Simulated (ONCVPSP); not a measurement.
erbium, ONCV: configuration errors across variants

* Element: erbium
* Generator: ONCVPSP 4.0.1
* Type: optimised norm-conserving Vanderbilt (ONCV)
* Functional: LDA (Perdew-Wang 92)
* Relativity: fully relativistic
* Frozen core: [Kr] 4d10 4f11
* Valence charge: 11
* Reference configuration: 5s2 5p6 5d1 6s1.5 6p0.5
* Partial waves: 5s+6s: rc 1.85 bohr, ncon 5, nbas 8, qcut 4.9 1/bohr, 2 projectors; 5p+6p: rc 2.00 bohr, ncon 4, nbas 7, qcut 6.7 1/bohr, 3 projectors, debl 2.8 Ha; 5d: rc 3.30 bohr, ncon 4, nbas 9, qcut 5.1 1/bohr, 2 projectors, debl 3 Ha
* Local potential: polynomial inside 1.40 bohr (lpopt 5, dvloc0 0 Ha)
* Core correction: none

Open shells are filled in proportion to 2j + 1.

All-electron excitation energies from the reference (eV): (1) 5s2 5p6 5d1 6s2 6p0 -1.597; (2) 5s2 5p6 5d1 6s1 6p0 5.656; (3) 5s2 5p6 5d1 6s0 6p0 18.699; (4) 5s2 5p6 5d1 6s1 6p1 1.648.

4 further variants failed, have other tests or another functional or relativity, and are left out.

Errors AE − PS in meV (a dash: test not solved or not reliable):

```tsv
change	(1)	(2)	(3)	(4)	bound ghosts	GHOST(+) flags above zero
base	0.0	+1.7	+12	+0.3	none	s
local potential polynomial inside 1.70 bohr (lpopt 5, dvloc0 0 Ha)	0.0	+1.7	+12	+0.3	none	s
d: debl 0.15	+0.1	+1.7	+13	+0.3	none	s
```

(1) Give the same row for: all radii scaled by about 1.32 (s 2.44, p 2.64, d 4.36 bohr); local potential polynomial inside 1.86 bohr (lpopt 5, dvloc0 0 Ha).

## Answers

(1) -0.3, +0.6, -0.5, -0.1; bound ghosts: none; GHOST(+) flags above zero: none.
